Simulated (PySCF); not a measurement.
# Computed properties of 3-fluoropenta-1,4-diyne (C₅H₃F), SMILES C#CC(F)C#C

3-fluoropenta-1,4-diyne (C₅H₃F), SMILES C#CC(F)C#C. Coordinates come from a B3LYP-D3(BJ)/def2-SVP optimisation. The values are those of a single conformer. All values are computed for the isolated molecule unless a solvent is named; none is compared with measurement here.

**Structure.** The optimised structure has Cs symmetry. All 21 harmonic modes at B3LYP-D3(BJ)/def2-SVP (PySCF) are real, so it is a minimum. With heavy atoms numbered as in [CH:1]#[C:2][CH:3]([F:4])[C:5]#[CH:6], the shortest bond between them is C5–C6 at 1.209 Å and the longest C3–C5 at 1.468 Å.

**Vibrations.** The strongest infrared lines (harmonic, unscaled, degenerate partners summed) lie at 1067 cm⁻¹ (158 km/mol, C 64 %, F 30 %), 3469 cm⁻¹ (99 km/mol, H 85 %, C 15 %), 1317 cm⁻¹ (55 km/mol, H 62 %, C 38 %). The softest mode is at 128 cm⁻¹ and the zero-point energy is 36.5 kcal/mol.

**Electronic structure.** r2SCAN/def2-TZVP (PySCF) places the frontier levels at -7.26 and -1.48 eV, a gap of 5.78 eV, and gives a dipole moment of 1.80 D and a mean polarisability of 54.6 bohr³. PBE/def2-TZVP (PySCF) at the same geometry gives -7.03 and -1.72 eV, so its gap is 0.47 eV narrower. An orbital gap is neither the optical nor the fundamental gap.

**Excitations.** TDDFT-PBE0/def2-SVPD (PySCF) has S1 at 5.86 eV (211 nm, f = 0.006, weak); the most intense of the 10 singlets computed lies at 7.73 eV (f = 0.15). T1 (TDA) is at 4.89 eV. TDDFT-PBE/def2-SVPD (PySCF) puts S1 at 5.46 eV. No vertical singlet excitation falls in the visible range (under 3.1 eV).

**NMR.** GIAO shifts at PBE0/pcSseg-1 (PySCF) (non-relativistic, atoms alike by connectivity averaged): ¹³C from 73.9 to 85.9 ppm against TMS; ¹H from 2.9 to 5.9 ppm against TMS; ¹⁹F at -201.5 ppm against CFCl3.
